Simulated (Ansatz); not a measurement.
A structure relaxed at PBE-D4/def2-TZVP in Ansatz, charge 0, singlet:

```xyz
3

Zn   -1.698   -1.396    0.087
Zn    0.192    0.158   -0.010
O     1.506    1.238   -0.077
```

(1) Give its formula and point group.

(2) Summarise the bond lengths by kind (pairs closer than 1.2 times the sum of covalent radii, bridged metal pairs left out).

Answers

(1) the cluster Zn₂O. Point group C∞v (tolerance 0.1 Å).

(2) 1 × Zn–Zn 2.45 Å; 1 × O–Zn 1.70 Å.

The restricted singlet is unstable towards broken spin symmetry in Hartree–Fock (as tested in another run); at PBE-D4/def2-TZVP this wasn't settled. Another isomer (triplet) lies 1.28 eV lower at PBE0-D4/def2-TZVP; other spin states weren't run for this one.
